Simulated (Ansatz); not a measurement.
A CCSD(T) single point on C7H12, SMILES `CCC#CCCC`.

```yaml
crystal:
  periodic: [false, false, false]
  atoms:
    - {symbol: C, position_ang: [2.319501, -1.211854, 1.433072]}
    - {symbol: C, position_ang: [2.235492, -1.338099, -0.085788]}
    - {symbol: C, position_ang: [1.040878, -0.718217, -0.637747]}
    - {symbol: C, position_ang: [0.044107, -0.201799, -1.070754]}
    - {symbol: C, position_ang: [-1.159376, 0.443616, -1.572317]}
    - {symbol: C, position_ang: [-1.702179, 1.520944, -0.629904]}
    - {symbol: C, position_ang: [-2.119591, 0.973080, 0.722073]}
    - {symbol: H, position_ang: [1.460417, -1.687996, 1.909009]}
    - {symbol: H, position_ang: [3.228227, -1.687384, 1.808457]}
    - {symbol: H, position_ang: [2.330935, -0.162780, 1.734088]}
    - {symbol: H, position_ang: [2.254872, -2.395767, -0.370336]}
    - {symbol: H, position_ang: [3.121107, -0.884779, -0.544185]}
    - {symbol: H, position_ang: [-0.947795, 0.885806, -2.551686]}
    - {symbol: H, position_ang: [-1.932785, -0.315867, -1.738848]}
    - {symbol: H, position_ang: [-2.554932, 2.003156, -1.118312]}
    - {symbol: H, position_ang: [-0.936729, 2.291842, -0.499316]}
    - {symbol: H, position_ang: [-1.275722, 0.495140, 1.224930]}
    - {symbol: H, position_ang: [-2.910281, 0.224605, 0.616034]}
    - {symbol: H, position_ang: [-2.496127, 1.766350, 1.371509]}
basis:
  gaussian: {orbitals: def2-TZVPP}
correlation: {method: ccsd_t}
output: {orbitals: {seedname: orbitals}}
```

```sh
$ ansatz run in.yaml --threads 2 --pin off --events-out ev --progress --plain --max-ram 32768MiB --backend cuda --devices 0, --max-vram 18GiB
```

The program prints (abridged):

```
Functional definition: HF
2239 factors; integrals over basis functions are off by at most 1.2e-3 eV
mean field evaluation 1: about -7398.9864 eV, gradient 4.3e1 eV
mean field evaluation 2: about -7399.3630 eV, gradient 4.3e1 eV
mean field evaluation 4: about -7404.5548 eV, gradient 4.5e0 eV
mean field evaluation 8: about -7404.6252 eV, gradient 3.3e-1 eV
mean field -7404.62549117 eV, -272.1149677650 hartree, gradient 1.1e-6 eV, S^2 0.000000; 0 other end points of the search recorded, 0 dependent functions left out
7 core orbitals not correlated: weight in the atoms' cores, before any rotation towards them, 1.000 or more for the frozen orbitals, at most 0.000 for the correlated occupied ones
reference -7404.62549117 eV, -272.1149677650 hartree; 20, 20 occupied and 358, 358 virtual orbitals, 2239 factors
second order -31.97484073 eV of doubles, -0.00000000 eV of singles
cycle   1  -32.68011182 eV  change   -7.1e-1 eV  update   1.2e-1
cycle   2  -33.48807209 eV  change   -8.1e-1 eV  update   3.4e-2
cycle   3  -33.63904635 eV  change   -1.5e-1 eV  update   1.4e-2
cycle   4  -33.63910260 eV  change   -5.6e-5 eV  update   3.7e-3
cycle   5  -33.64107751 eV  change   -2.0e-3 eV  update   1.4e-3
cycle   6  -33.64147460 eV  change   -4.0e-4 eV  update   4.0e-4
cycle   7  -33.64150397 eV  change   -2.9e-5 eV  update   1.2e-4
cycle   8  -33.64154199 eV  change   -3.8e-5 eV  update   3.3e-5
perturbative correction -1.45564711 eV, -0.0534940445 hartree
Total energy: -7439.72268026 eV, -273.4047656745 hartree
```

Hardware: 2 threads of an AMD EPYC 7R13 on a shared host and a share of an NVIDIA H100 80 GB. Wall time 13 s, peak host memory 0.88 GiB.

The correlation energy is -35.097 eV, 4.1 % of it from (T); the T1 diagnostic reads 0.0097.
